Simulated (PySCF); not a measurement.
Computed shifts of a molecule C4H4BFO, KT2/pcSseg-1 (PySCF), GIAO, gas phase, equivalent atoms averaged, in ppm (number of nuclei): ¹³C: 220.0 (1), 100.7 (1), 83.5 (1), 34.5 (1). ¹⁹F: -61.5 (1). ¹H: 3.52 (1), 2.51 (3). References: ¹³C against TMS (σ = 185.1 ppm); ¹¹B against BF3 (σ = 89.8 ppm); ¹⁹F against CFCl3 (σ = 127.1 ppm); ¹⁷O against H2O (σ = 330.4 ppm); ¹H against TMS (σ = 31.47 ppm), references at their B3LYP-D3(BJ)/def2-TZVP geometries, non-relativistic. Geometry optimised at B3LYP-D3(BJ)/def2-SVP. Other conformers were not sampled.

Identify the compound among the candidates.
A. C=C1CB(F)C1=O
B. C#CB(F)OC=C
C. C#CB(F)C(C)=O
D. C#CB(O)C(=C)F

C, C#CB(F)C(C)=O
